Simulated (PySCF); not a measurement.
Harmonic spectrum computed at PBE0 in the def2-TZVPD basis family (core potentials from Rb on, PySCF, no spin–orbit coupling):

```json
{"symmetry": "a1", "ω (cm⁻¹)": "352", "IR (km/mol)": "34.8"}
{"symmetry": "a1", "ω (cm⁻¹)": "908", "IR (km/mol)": "54.5"}
{"symmetry": "b2", "ω (cm⁻¹)": "920", "IR (km/mol)": "284"}
```

Which molecule gave it? In each, all ligands are bound to the one heavy central atom.
A. PO₂⁻ (singlet)
B. InO₂⁻ (singlet)
C. SbO₂⁻ (singlet)
D. AsO₂⁻ (singlet)
E. GaO₂⁻ (singlet)

D. It has C2v symmetry with As–O 1.657 Å (×2).
